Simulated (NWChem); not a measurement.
System: AuH2OI; SMILES [OH2]->[Au][I]

Excerpt of the output:

```
             Northwest Computational Chemistry Package (NWChem) 7.3.0
             --------------------------------------------------------

 CS  symmetry detected

                             Geometry "geometry" -> ""
                             -------------------------

 Output coordinates in angstroms (scale by  1.889725989 to convert to a.u.)

  No.       Tag          Charge          X              Y              Z
 ---- ---------------- ---------- -------------- -------------- --------------
    1 Au                  79.0000    -0.01117600    -0.78274080     0.00000000
    2 I                   53.0000     0.00232263     1.74523881     0.00000000
    3 O                    8.0000    -0.01396492    -2.99236966     0.00000000
    4 H                    1.0000     0.43576183    -3.36108825     0.77135400
    5 H                    1.0000     0.43576183    -3.36108825    -0.77135400

 Effective nuclear repulsion energy (a.u.)    1125.7382000767

      Symmetry information
      --------------------

 Group name             Cs
 Group number              2
 Group order               2
 No. of unique centers     4

 Summary of "ao basis" -> "ao basis" (spherical)
 ------------------------------------------------------------------------------
       Tag                 Description            Shells   Functions and Types
 ---------------- ------------------------------  ------  ---------------------
 Au                         def2-svp                12       32   6s3p2d1f
 I                          def2-svp                10       26   4s4p2d
 O                          def2-svp                 6       14   3s2p1d
 H                          def2-svp                 3        5   2s1p

      Symmetry analysis of basis
      --------------------------

        a'         55
        a"         27

            General Information
            -------------------
          SCF calculation type: DFT
          Wavefunction type:  closed shell.
          No. of atoms     :     5
          No. of electrons :    54
           Alpha electrons :    27
            Beta electrons :    27
          Charge           :     0
          Spin multiplicity:     1
          Use of symmetry is: on ; symmetry adaption is: on
          Maximum number of iterations: 150
          AO basis - number of functions:    82
                     number of shells:    34
          Convergence on energy requested:  1.00D-06
          Convergence on density requested:  1.00D-05
          Convergence on gradient requested:  5.00D-04

              XC Information
              --------------
                     Hartree-Fock (Exact) Exchange  1.000
                     LC-wPBE(h)Exchange Functional  0.800
            Perdew 1991 LDA Correlation Functional  1.000 local
           PerdewBurkeErnz. Correlation Functional  1.000 non-local

           Range-Separation Parameters
           ---------------------------
           Alpha           :  0.20
           Beta            :  0.80
           Gamma           :  0.20
           Short-Range HF  :     F

             Grid Information
             ----------------
          Grid used for XC integration:  medium
          Radial quadrature: Mura-Knowles
          Angular quadrature: Lebedev.
          Tag              B.-S. Rad. Rad. Pts. Rad. Cut. Ang. Pts.
          ---              ---------- --------- --------- ---------
          Au                  1.35      123           9.0       590
          I                   1.40      123          13.0       590
          O                   0.60       49          12.0       434
          H                   0.35       45          13.0       434
          Grid pruning is: on
          Number of quadrature shells:   340
          Spatial weights used:  Erf1

      Superposition of Atomic Density Guess
      -------------------------------------

 Sum of atomic energies:        -575.26092439

      Non-variational initial energy
      ------------------------------

 Total energy =    -507.401939
 1-e energy   =   -1217.007412
 2-e energy   =     529.850639
 HOMO         =      -0.338022
 LUMO         =      -0.090761

      Symmetry analysis of molecular orbitals - initial
      -------------------------------------------------

  Numbering of irreducible representations:

     1 a'          2 a"

  Orbital symmetries:

     1 a'          2 a'          3 a'          4 a"          5 a'
     6 a'          7 a'          8 a"          9 a'         10 a'
    11 a"         12 a'         13 a'         14 a"         15 a'
    16 a'         17 a"         18 a'         19 a'         20 a"
    21 a'         22 a'         23 a"         24 a'         25 a'
    26 a"         27 a'         28 a'         29 a"         30 a'
    31 a'         32 a'         33 a"         34 a'         35 a'
    36 a"         37 a'

   convergence    iter        energy       DeltaE   RMS-Dens  Diis-err
 ---------------- ----- ----------------- --------- --------- ---------
 d= 0,ls=0.0,diis     1   -509.7625187241 -6.90D+02  9.40D-03  4.10D-01
 d= 0,ls=0.0,diis     2   -509.7911955622 -2.87D-02  5.47D-03  2.73D-01
 d= 0,ls=0.0,diis     3   -509.8172581003 -2.61D-02  1.16D-03  8.86D-03
 d= 0,ls=0.0,diis     4   -509.8183926787 -1.13D-03  3.69D-04  6.17D-04
 d= 0,ls=0.0,diis     5   -509.8184782452 -8.56D-05  1.11D-04  3.43D-05
  Resetting Diis
 d= 0,ls=0.0,diis     6   -509.8184842259 -5.98D-06  4.11D-05  5.13D-06
 d= 0,ls=0.0,diis     7   -509.8184852462 -1.02D-06  2.00D-05  9.41D-07
 d= 0,ls=0.0,diis     8   -509.8184853345 -8.83D-08  7.46D-06  8.47D-07

         Total DFT energy =     -509.818485334482
      One electron energy =    -1220.719464326205
           Coulomb energy =      575.531728720475
    Exchange-Corr. energy =      -44.385583385113
 Nuclear repulsion energy =      179.754833656361

 Numeric. integr. density =       54.000002305532

                  Occupations of the irreducible representations
                  ----------------------------------------------

                     irrep           alpha         beta
                     --------     --------     --------
                     a'               19.0         19.0
                     a"                8.0          8.0

                       DFT Final Molecular Orbital Analysis
                       ------------------------------------

 Vector   25  Occ=2.000000D+00  E=-3.447403D-01  Symmetry=a'
              MO Center=  6.6D-03,  1.4D-01, -6.3D-14, r^2= 3.3D+00
   Bfn.  Coefficient  Atom+Function         Bfn.  Coefficient  Atom+Function
  ----- ------------  ---------------      ----- ------------  ---------------
     5      0.486009  1 Au s                 20      0.409744  1 Au d  2
     3     -0.384540  1 Au s                 44     -0.341226  2 I  py
    47     -0.290644  2 I  py                 2      0.246022  1 Au s
    18      0.220482  1 Au d  0               6      0.201429  1 Au s
    41      0.140591  2 I  py                38      0.114424  2 I  py

 Vector   26  Occ=2.000000D+00  E=-2.998022D-01  Symmetry=a"
              MO Center=  9.5D-04,  1.5D+00,  2.4D-15, r^2= 2.7D+00
   Bfn.  Coefficient  Atom+Function         Bfn.  Coefficient  Atom+Function
  ----- ------------  ---------------      ----- ------------  ---------------
    45      0.577783  2 I  pz                48      0.528684  2 I  pz
    17     -0.303665  1 Au d -1              42     -0.235066  2 I  pz
    39     -0.190414  2 I  pz                15      0.073725  1 Au pz
    22     -0.072003  1 Au d -1               9     -0.052580  1 Au pz

 Vector   27  Occ=2.000000D+00  E=-2.988615D-01  Symmetry=a'
              MO Center= -2.5D-03,  1.4D+00, -3.8D-16, r^2= 2.7D+00
   Bfn.  Coefficient  Atom+Function         Bfn.  Coefficient  Atom+Function
  ----- ------------  ---------------      ----- ------------  ---------------
    43      0.575234  2 I  px                46      0.528774  2 I  px
    16     -0.317887  1 Au d -2              40     -0.234127  2 I  px
    37     -0.189621  2 I  px                21     -0.073147  1 Au d -2
    13      0.063788  1 Au px                 7     -0.049419  1 Au px
    62     -0.046197  3 O  px                65     -0.027796  3 O  px

 Vector   28  Occ=0.000000D+00  E= 1.091760D-03  Symmetry=a'
              MO Center=  2.2D-01, -1.3D+00, -2.3D-14, r^2= 6.2D+00
   Bfn.  Coefficient  Atom+Function         Bfn.  Coefficient  Atom+Function
  ----- ------------  ---------------      ----- ------------  ---------------
     6      0.623247  1 Au s                 61     -0.566942  3 O  s
    47      0.418001  2 I  py                 5      0.327563  1 Au s
     3     -0.309764  1 Au s                 20     -0.281849  1 Au d  2
    74      0.267034  4 H  s                 79      0.267034  5 H  s
    44      0.253380  2 I  py                60     -0.200963  3 O  s

 Vector   29  Occ=0.000000D+00  E= 6.883402D-02  Symmetry=a"
              MO Center=  2.8D-02, -9.4D-01,  4.8D-15, r^2= 6.8D+00
   Bfn.  Coefficient  Atom+Function         Bfn.  Coefficient  Atom+Function
  ----- ------------  ---------------      ----- ------------  ---------------
    15      1.000974  1 Au pz                48     -0.289788  2 I  pz
     9     -0.197097  1 Au pz                74      0.158871  4 H  s
    79     -0.158871  5 H  s                 67     -0.122807  3 O  pz
    64     -0.119805  3 O  pz                45     -0.118248  2 I  pz
    55     -0.061524  2 I  d -1              12      0.060144  1 Au pz

[...]
```

Level: LRC-wPBEh/def2-SVP with def2 effective core potentials on I, Au, vertical spin-unrestricted ions. All runs use the structure optimised with PBE0/def2-SVP. def2 effective core potentials on I, Au; no spin-orbit coupling.

### Question
Write an input that gives this output.

### Answer
One answer among several that fit: the input that was run:
```
start job
memory heap 200 mb stack 900 mb global 1100 mb
geometry units angstroms noautoz
  Au    -0.033925     0.833558     0.000000
  I      0.020441    -1.693873     0.000000
  O     -0.072436     3.042853     0.000000
  H      0.371271     3.418794     0.771354
  H      0.371271     3.418794    -0.771354
end
basis spherical
  * library def2-svp
end
ecp
  I library def2-ecp
  Au library def2-ecp
end
dft
  xc xwpbe 0.80 cpbe96 1.0 hfexch 1.00
  cam 0.2 cam_alpha 0.2 cam_beta 0.8
  iterations 150
  vectors input atomic output neutral.movecs
end
task dft energy
charge 1
dft
  odft
  mult 2
  vectors input atomic output cation.movecs
end
task dft energy
```
